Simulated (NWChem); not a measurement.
# Ba

Program: NWChem. GIAO values for the isolated, static molecule; σ is the absolute isotropic shielding. Spin-orbit effects, on the heavy nuclei and on their neighbours, are missing.

Question: What does the run give for PBE0/x2c-SVPall-s, scalar ZORA without spin-orbit coupling? Quantities: σ Ba1 (ppm).

Answer: 
```yaml
"σ Ba1 (ppm)": 5963.0
```
